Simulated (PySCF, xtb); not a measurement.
C4H9FSi, SMILES C(=C/F)/[SiH2]CC. Other conformers were not sampled.

Harmonic wavenumbers (cm⁻¹) from xtb 6.7.1 with GFN2-xTB at its own minimum, in rising order: 19, 63, 89, 166, 223, 281, 312, 469, 561, 581, 695, 735, 736, 752, 762, 779, 883, 979, 1008, 1022, 1081, 1189, 1243, 1291, 1294, 1422, 1483, 1513, 1515, 1680, 2220, 2231, 2960, 2975, 3011, 3030, 3037, 3038, 3087.

Task: What does PBE0-D3(BJ)/def2-SVP run with PySCF give at its own minimum? (Estimate from the structure and the level; the computed values follow.)

Result: 13, 76, 90, 176, 214, 284, 340, 494, 595, 690, 692, 756, 771, 777, 851, 950, 965, 982, 985, 1044, 1064, 1245, 1248, 1258, 1370, 1394, 1430, 1473, 1477, 1725, 2212, 2216, 3049, 3052, 3105, 3139, 3142, 3192, 3215. Paired by order, the mean absolute difference is 48 cm⁻¹ and the zero-point energies are 72.1 and 74.0 kcal/mol.
